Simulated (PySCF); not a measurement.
## Finite-field polarisability of Mg (magnesium, neutral)

[Ne] 3s2, closed-shell 1S. Computed with PySCF 2.14 in dyall-acv3z (20s13p7d4f, 122 functions), with the non-relativistic Hamiltonian (point nucleus). Frozen: 1s2. Energy changes in a uniform field (μhartree):

| axis | F (au) | HF | MP2 | CCSD | CCSD(T) |
| --- | --- | --- | --- | --- | --- |
| x | 0.0016 | -104.450 | -91.685 | -92.229 | -91.400 |
| x | 0.0032 | -418.105 | -367.003 | -369.165 | -365.845 |

(1) Derive α along x at CCSD(T) from the two fields.

(2) And the mean polarisability at each level?

## Answers

(1) With ΔE = −αF²/2 − γF⁴/24, α = −(16 ΔE(F) − ΔE(2F))/(6F²) = 71.39 bohr³.

(2) HF 81.58, MP2 71.61, CCSD 72.04, CCSD(T) 71.39 bohr³. Reference: 71.2 ± 0.4 bohr³ (recommended; Schwerdtfeger and Nagle, table of static dipole polarizabilities (2023 update)).
